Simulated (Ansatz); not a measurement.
```yaml
crystal:
  periodic: [false, false, false]
  atoms:
    - {symbol: C, position_ang: [1.895797, -0.320837, -2.032462]}
    - {symbol: O, position_ang: [1.328138, -0.043678, -0.787864]}
    - {symbol: Mo, position_ang: [-0.211630, 0.614848, -0.069062]}
    - {symbol: O, position_ang: [0.442378, 1.096654, 1.629868]}
    - {symbol: F, position_ang: [-0.852168, 0.439113, -1.826849]}
    - {symbol: F, position_ang: [-1.955254, 1.204011, 0.251547]}
    - {symbol: F, position_ang: [0.190864, 2.404680, -0.447460]}
    - {symbol: O, position_ang: [-0.735174, -0.945106, 0.710820]}
    - {symbol: C, position_ang: [-1.583577, -1.270012, 1.773402]}
    - {symbol: H, position_ang: [1.118497, -0.279898, -2.801121]}
    - {symbol: H, position_ang: [2.346985, -1.315314, -2.003676]}
    - {symbol: H, position_ang: [2.667165, 0.423794, -2.245703]}
    - {symbol: H, position_ang: [0.709310, 2.013526, 1.751282]}
    - {symbol: H, position_ang: [-1.122028, -0.927065, 2.704922]}
    - {symbol: H, position_ang: [-2.544314, -0.764963, 1.636613]}
    - {symbol: H, position_ang: [-1.717991, -2.352352, 1.799941]}
basis:
  gaussian: {orbitals: def2-TZVPP}
total_charge: 1
magnetization: {spin_polarized: true, initial_magnetization: 1}
hamiltonian: {xc: {name: PBE0-DH}}
output: {forces: true}
```

```sh
$ ansatz run in.yaml --threads 5 --pin off --events-out ev --progress --plain --max-ram 66560MiB --backend cuda --devices 0, --max-vram 37GiB
```

Output, abridged:

```
Functional definition: PBE0-DH
2557 factors; integrals over basis functions are off by at most 1.1e-3 eV
mean field evaluation 1: about -18287.2658 eV, gradient 8.1e1 eV
mean field evaluation 2: about -18287.5463 eV, gradient 8.0e1 eV
mean field evaluation 4: about -18304.5584 eV, gradient 3.2e1 eV
mean field evaluation 8: about -18308.4162 eV, gradient 1.2e0 eV
mean field evaluation 16: about -18308.5105 eV, gradient 2.4e-1 eV
mean field evaluation 32: about -18308.5133 eV, gradient 7.5e-3 eV
mean field evaluation 64: about -18308.5133 eV, gradient 1.6e-5 eV
mean field -18308.51333362 eV, -672.8254550545 hartree, gradient 6.8e-6 eV, S^2 0.917286; 6 other end points of the search recorded, 0 dependent functions left out
8 core orbitals not correlated: weight in the atoms' cores, before any rotation towards them, 1.000 or more for the frozen orbitals, at most 0.000 for the correlated occupied ones
reference -18308.51336699 eV, -672.8254562807 hartree; 34, 33 occupied and 360, 361 virtual orbitals, 2557 factors
second order -82.04280455 eV of doubles, -0.00000000 eV of singles
Total energy: -18318.76871756 eV, -673.2023334628 hartree
Atom 0 at     1.895797    -0.320837    -2.032462 Å, force    -1.370245    -0.428607    -0.117081 eV/Å
Atom 1 at     1.328138    -0.043678    -0.787864 Å, force     2.808787    -0.922151    -1.453439 eV/Å
Atom 2 at    -0.211630     0.614848    -0.069062 Å, force    -3.472757     3.607713     0.621816 eV/Å
Atom 3 at     0.442378     1.096654     1.629868 Å, force    -0.268866    -0.408158    -1.215931 eV/Å
Atom 4 at    -0.852168     0.439113    -1.826849 Å, force     0.645357    -0.066817     1.033611 eV/Å
Atom 5 at    -1.955254     1.204011     0.251547 Å, force     1.147566    -0.565497    -0.081091 eV/Å
Atom 6 at     0.190864     2.404680    -0.447460 Å, force    -0.125266    -1.382720     0.196326 eV/Å
Atom 7 at    -0.735174    -0.945106     0.710820 Å, force    -0.956319     0.215399     0.219601 eV/Å
Atom 8 at    -1.583577    -1.270012     1.773402 Å, force     1.172288    -0.624737     0.691515 eV/Å
Atom 9 at     1.118497    -0.279898    -2.801121 Å, force     0.125785     0.128461     0.155100 eV/Å
Atom 10 at     2.346985    -1.315314    -2.003676 Å, force     0.352036     0.070708     0.231213 eV/Å
Atom 11 at     2.667165     0.423794    -2.245703 Å, force     0.328344     0.153385     0.297960 eV/Å
Atom 12 at     0.709310     2.013526     1.751282 Å, force     0.055564     0.032561     0.168719 eV/Å
Atom 13 at    -1.122028    -0.927065     2.704922 Å, force    -0.100496     0.043791    -0.171199 eV/Å
Atom 14 at    -2.544314    -0.764963     1.636613 Å, force    -0.130253     0.097005    -0.392213 eV/Å
Atom 15 at    -1.717991    -2.352352     1.799941 Å, force    -0.211524     0.049665    -0.184907 eV/Å
Dipole moment:     0.834088    -1.075171     0.244073 e Å
```

It took 38 s on 5 threads of an AMD EPYC 7R13 on a shared host and a share of an NVIDIA H100 80 GB, with 3.1 GiB of host memory at the peak.
